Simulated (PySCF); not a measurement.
**Bond length, frequency and bond energy of CaC by level of theory**

State: triplet, unpaired electrons π ↑↑. Set-up: PySCF, no relativity, basis sets Ca def2-SVPD, C def2-SVPD. De refers to Ca + C in their high-spin ground configurations, without counterpoise correction. The functionals are run spin-unrestricted. A positive dipole means Ca(−)C(+). Levels whose curve was spin-contaminated or gave no clean fit are not listed.

```
       Level  Re (Å)  ωe (cm⁻¹)  De (eV)  μ (D)
    ROHF-MP2   2.267        528     1.37    n/a
ROHF-SCS-MP2   2.283        511     1.21    n/a
   ROHF-CCSD   2.341        476     1.81    n/a
ROHF-CCSD(T)   2.341        473     1.92    n/a
```

The bond length runs from 2.267 Å (ROHF-MP2) to 2.341 Å (ROHF-CCSD). De spans 1.21 eV (ROHF-SCS-MP2, perturbation theory) to 1.92 eV (ROHF-CCSD(T), coupled cluster).

Correlated steps freeze 6 core orbitals. Correlated levels converge slowly with the basis: in double zeta they bind strong bonds too weakly, by up to about 1 eV, and carry superposition errors of some tenths. The CCSD T1 diagnostic is raised, a sign that a single reference may not be enough here. The state was picked by a PBE0 search and need not be the measured ground state.
